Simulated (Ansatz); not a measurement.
This geometry of CH2O2Se (6 atoms, charge 0, multiplicity 1) is a first-order saddle point.

Method: Ansatz, RKS B3LYP/def2-SVP.

```xyz
6
Properties=species:S:1:pos:R:3
O 0.514 1.009 -0.361
C -0.197 -0.055 -0.002
O -0.019 -0.340 1.294
Se -1.301 -0.933 -1.110
H 0.310 1.189 -1.296
H 0.734 -0.935 1.430
```

Problem. Which two structures does it join? (They come from a converged band through this point; their orientation in space is the band's.)

Solution. No bond is made or broken. The dihedral Se4–C2–O3–H6 goes from 0 to 180°.

First end point:

```xyz
6
Properties=species:S:1:pos:R:3
O 0.502 1.128 -0.443
C 0.002 -0.016 -0.012
O 0.481 -0.286 1.188
Se -1.163 -1.053 -0.926
H 0.129 1.293 -1.325
H 0.092 -1.130 1.472
```

Last end point:

```xyz
6
Properties=species:S:1:pos:R:3
O 0.470 0.906 -0.241
C -0.182 -0.247 -0.074
O 0.102 -0.795 1.094
Se -1.299 -0.961 -1.284
H 0.221 1.257 -1.113
H 0.730 -0.225 1.573
```

Problem. How far does it lie above each of them?

Solution. 0.54 eV above the first and 0.40 eV above the second. This is the barrier of this one path; another mechanism may lie lower.

The run took 2.1 min on 1 thread of Arm Neoverse V1 (shared host), peak memory 0.18 GiB.
